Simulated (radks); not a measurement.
Values are calculated unless marked as measured or tabulated.
Removal energies from the praseodymium ion Pr6+, [Kr] 4d10 5s2 5p5, by Delta-SCF beside the eigenvalue of the level emptied. Level of theory: non-relativistic Kohn-Sham, PBE, spin-polarised, spherical densities, point nucleus (a radial shooting solver on a logarithmic mesh with Libxc functionals). Open shells are filled with parallel spins first.

[
 {"removed from": "5p", "final configuration": "[Kr] 4d10 5s2 5p4", "Delta-SCF (eV)": "96.356", "-eigenvalue (eV)": "89.545"},
 {"removed from": "5s", "final configuration": "[Kr] 4d10 5s1 5p5", "Delta-SCF (eV)": "113.90", "-eigenvalue (eV)": "106.63"},
 {"removed from": "4d", "final configuration": "[Kr] 4d9 5s2 5p5", "Delta-SCF (eV)": "217.12", "-eigenvalue (eV)": "204.16"},
 {"removed from": "4p", "final configuration": "[Ar] 3d10 4s2 4p5 4d10 5s2 5p5", "Delta-SCF (eV)": "313.47", "-eigenvalue (eV)": "299.97"}
]
